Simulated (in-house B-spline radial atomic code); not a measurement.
# La VI (La5+): [Ar] (3d3/2)3 (3d5/2)6 4s2 4p6 4d10 5s2 5p5 (with a hole in an inner shell)

Method: Dirac-Hartree-Fock, average of the jj configuration, Fermi nucleus of rms radius 4.855 fm. Calculated with an all-electron radial atomic-structure program (B-spline basis).

Z_r = [3n² - l(l+1)]/(2<r>); Z_e = n√(-2ε); the last column is Slater's effective charge. Values are occupation-weighted means over j. An effective charge above Z reflects the relativistic contraction of the inner shells.

| shell | electrons | ε (eV) | <r> (bohr) | Z_r | Z_e | Slater |
| --- | --- | --- | --- | --- | --- | --- |
| 1s | 2 | -39268 | 0.02506 | 59.85 | 53.72 | 56.70 |
| 2s | 2 | -6452.6 | 0.1068 | 56.18 | 43.55 | 52.85 |
| 2p | 6 | -5799.7 | 0.09398 | 53.20 | 41.29 | 52.85 |
| 3s | 2 | -1495.1 | 0.282 | 47.88 | 31.45 | 45.75 |
| 3p | 6 | -1279.5 | 0.2797 | 44.68 | 29.09 | 45.75 |
| 3d | 9 | -969.96 | 0.2574 | 40.79 | 25.33 | 36.20 |
| 4s | 2 | -372.09 | 0.6424 | 37.36 | 20.92 | 30.10 |
| 4p | 6 | -297.78 | 0.6777 | 33.94 | 18.71 | 30.10 |
| 4d | 10 | -185.62 | 0.7395 | 28.40 | 14.77 | 18.85 |
| 5s | 2 | -101.3 | 1.467 | 25.56 | 13.64 | 12.60 |
| 5p | 5 | -79.051 | 1.623 | 22.49 | 12.05 | 12.60 |

The least bound orbital is 5p3/2 at -77.94 eV, and it is also the most diffuse (<r> = 1.64 bohr). The part-filled 3d shell lies below the filled 5s shell in orbital energy.

For the 1s electron the small component carries 4.44 % of the norm, the zero-frequency Breit interaction raises the level by 103.7 eV, self-energy by 60.22 eV, and vacuum polarisation lowers it by 8.836 eV.
